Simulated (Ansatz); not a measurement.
Cost and result for the atomization energy of `CC(C)[NH][AlH][Cl]` (15 atoms, 14 bonds).

Z-matrix (Å, degrees):
```
C
C 1 1.522
H 1 1.093 2 111.3
H 1 1.092 2 110.8 3 120.9
H 1 1.095 2 110.3 3 -119.6
C 2 1.522 1 111.1 3 57.1
N 2 1.454 1 111.3 3 -178.1
H 2 1.098 1 107.9 3 -61.0
H 6 1.095 2 110.3 1 62.5
H 6 1.093 2 111.3 1 -57.1
H 6 1.092 2 110.8 1 -178.1
Al 7 1.757 2 127.7 1 117.9
H 7 1.011 2 111.8 1 -62.2
Cl 12 2.100 7 117.6 2 180.0
H 12 1.572 7 121.4 2 -0.0
```

The species carries charge 0 and has multiplicity 1. All single points use the PBE0-D4/def2-TZVP geometry. It is one conformer, not always the lowest. Program: Ansatz. All runs use 2 threads of an AMD EPYC 7R13 on a shared host and a share of an NVIDIA H100 80 GB. Times are those of one run each, without the atoms' runs, and a repeat can differ threefold. Electronic energies, without spin–orbit coupling; frozen cores. CCSD(T)/CBS adds CCSD(T) − MP2 in def2-TZVPP to the MP2 limit, and its time is that of the two runs behind it. T1 = 0.010. B3LYP takes the VWN-RPA correlation (the form of Gaussian; ORCA's B3LYP/G).

CCSD(T)/CBS is a level of theory with its own doubt, some kJ/mol a heavy atom from the limit and from the frozen cores, so smaller differences don't rank the functionals.

| level | functions | wall time | atomization (kJ/mol) | difference from CCSD(T)/CBS | per bond |
| --- | --- | --- | --- | --- | --- |
| PBE0-D4/def2-TZVPP | 334 | 6.5 s | 5592.1 | 8.7 | 0.6 |
| ωB97M-V/def2-TZVPP (with forces) | 334 | 6.5 s | 5599.7 | 16.3 | 1.2 |
| ωB97X-V/def2-TZVPP | 334 | 7 s | 5596.8 | 13.4 | 1.0 |
| B2PLYP/def2-TZVPP | 334 | 8 s | 5519.7 | -63.7 | -4.6 |
| r2SCAN-D4/def2-TZVPP (with forces) | 334 | 8 s | 5587.7 | 4.3 | 0.3 |
| MP2/def2-QZVPP | 638 | 8 s | 5594.6 | 11.2 | 0.8 |
| B3LYP-D4/def2-TZVPP (with forces) | 334 | 9.5 s | 5577.3 | -6.1 | -0.4 |
| CCSD(T)/def2-TZVPP | 334 | 11 s | 5445.7 | -137.7 | -9.8 |
| CCSD(T)/CBS(def2) | – | 19 s | 5583.4 | 0.0 | 0.0 |
| PBE-D4/def2-TZVPP (with forces) | 334 | 23 s | 5658.4 | 75.0 | 5.4 |

From PBE to PBE0 (25 % exact exchange), in def2-TZVPP and without D4, the atomization energy moves by −61.5 kJ/mol: exact exchange takes away binding that semilocal exchange gives to molecules. In def2-TZVPP, CCSD(T) changes the Hartree–Fock value by +1291.9 kJ/mol (the triples alone add +71.4 kJ/mol) and MP2 by +1359.3 kJ/mol; breaking electron pairs costs correlation energy, which Hartree–Fock lacks. The D4 term adds +51.3 kJ/mol with B3LYP and +27.4 kJ/mol with PBE0; it sums over pairs of atoms, weighted by their polarisabilities, and B3LYP, whose exchange is more repulsive, gets the larger term.
